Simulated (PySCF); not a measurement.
**Electronic structure of Xe⁺ (xenon, charge +1) at the UHF level**

Configuration: [Kr] 4d10 5s1 5p6, 2S determinant (an excited configuration). All numbers are calculated (PySCF 2.14, scalar relativity through the core potential, in aug-cc-pVTZ-PP with ECP28MDF).

```
Total energy             : -327.329933 hartree
One-electron energy      : -560.4843 hartree
Hartree (Coulomb) energy : 255.3592 hartree
Exchange energy          : -22.2048 hartree
⟨S²⟩                     : 0.7632
⟨L²⟩                     : 0.000
Sum of ⟨r⟩               : 29.92 bohr
Sum of ⟨r²⟩              : 50.74 bohr²
```

```tsv
shell	electrons	mean orbital energy (hartree)	rms radius, mean of both spins (bohr)
4s α	1	-8.84341	0.768
4s β	1	-8.81544	0.768
4p α	3	-6.57574	0.819
4p β	3	-6.56029	0.819
4d α	5	-3.10307	0.932
4d β	5	-3.08904	0.932
5s α	1	-1.43200	1.95
5p α	3	-0.84159	2.35
5p β	3	-0.73042	2.35
```

Energies and moments cover only the electrons outside the core potential.
